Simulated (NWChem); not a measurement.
System: CH4O3W; SMILES [CH3][W](=[O])(=[O])[OH]

```xyz
9

W      0.0522     0.0358     0.0000
O      1.0314    -0.1833     1.3773
O      1.0288    -0.1844    -1.3791
O     -0.9288     1.6337     0.0001
H     -0.8223     2.5885     0.0014
C     -1.2636    -1.6090     0.0014
H     -1.8977    -1.5783     0.9031
H     -0.7061    -2.5584    -0.0029
H     -1.9034    -1.5738    -0.8961
```
Atoms are numbered in this order, from 1.

Program: NWChem. Medium grid unless said otherwise, to which SCAN and Minnesota functionals are sensitive. Coordinates come from a PBE0/def2-SVP optimisation. Not confirmed as a minimum by frequencies. def2 effective core potentials on W; no spin-orbit coupling. B3LYP is NWChem's, with the RPA form of VWN correlation.

Problem. Order these by “orbital gap (eV)”, lowest first: LC-BLYP (range parameter 0.33 per bohr)/def2-SVP; M05-2X/def2-SVP; N12/def2-SVP; MPW1K/def2-SVP; B3LYP/def2-SVP.

Solution. N12/def2-SVP (4.51), B3LYP/def2-SVP (6.40), MPW1K/def2-SVP (8.66), M05-2X/def2-SVP (9.60), LC-BLYP (range parameter 0.33 per bohr)/def2-SVP (11.22)
